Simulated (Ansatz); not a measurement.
Ansatz (an electronic-structure program) input (PBE0/6-31G*):

Ansatz 0.2 input:
```yaml
crystal:
  periodic: [false, false, false]
  atoms:
    - {symbol: B, position_ang: [-0.63828070, 0.19445736, 0.00069969]}
    - {symbol: N, position_ang: [0.63078365, -0.32099861, -0.00354644]}
    - {symbol: H, position_ang: [-1.61807449, -0.55359993, -0.02141969]}
    - {symbol: H, position_ang: [-0.93312821, 1.40011256, 0.02575142]}
    - {symbol: H, position_ang: [1.32712062, 0.42819083, 0.01699493]}
basis:
  gaussian:
    orbitals: 6-31G*
hamiltonian:
  xc: {name: PBE0}
total_charge: -1
```

Output:

```
Functional definition: PBE0
integrals: 0.01 GiB planned
373 factors; integrals over basis functions are off by at most 7.7e-4 eV
mean field: 0.07 GiB planned
mean field evaluation 1: about -2211.5184 eV, gradient 1.3e1 eV
mean field evaluation 2: about -2211.2627 eV, gradient 1.8e1 eV
mean field evaluation 4: about -2211.9227 eV, gradient 7.5e-1 eV
mean field evaluation 8: about -2211.9226 eV, gradient 2.7e-3 eV
mean field -2211.92258607 eV, -81.2866557430 hartree, gradient 3.5e-5 eV, S^2 0.000000; 0 other end points of the search recorded, 0 dependent functions left out
reference -2211.92260176 eV, -81.2866563196 hartree; 8, 8 occupied and 28, 28 virtual orbitals, 373 factors
Total energy: -2211.92260176 eV, -81.2866563196 hartree
```
